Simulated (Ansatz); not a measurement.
## Loss of H2O: C2H8GeO3 → C2H6GeO2 + H2O

Species: C2H8GeO3 `C[O][GeH]([OH])[O]C`, singlet; C2H6GeO2 `C[O][Ge][O]C`, singlet; H2O (water) `O`, singlet. 

Shapes, held fixed at every level: PBE0-D4/def2-TZVP. Flexible molecules stand in one conformer, not always the lowest. Programs: Ansatz 0.2.0. Electronic energies: no zero-point or thermal term.

```csv
level,kind,ΔE (kJ/mol),less CCSD(T)/def2-TZVPP
PBE-D4/def2-TZVPP,GGA,+56.4,-36.3
PBE0-D4/def2-TZVPP,global hybrid,+79.0,-13.7
wB97M-V/def2-TZVPP,range-separated hybrid,+73.3,-19.4
wB97X-V/def2-TZVPP,range-separated hybrid,+91.4,-1.3
B2PLYP/def2-TZVPP,double hybrid,+68.9,-23.8
MP2/def2-TZVPP,perturbation theory,+98.1,+5.4
CCSD/def2-TZVPP,coupled cluster or CI,+94.4,+1.7
CCSD(T)/def2-TZVPP,coupled cluster or CI,+92.7,0.0
```

The highest level, CCSD(T)/def2-TZVPP, gives ΔE = +92.7 kJ/mol; the levels span +56.4 to +98.1. The column of differences is taken from that level and isn't an error. No measured value is set beside it here. Relativity is left out for Ge unless named. Correlated rows may include outer-core shells of Ge, which these sets cover unevenly.
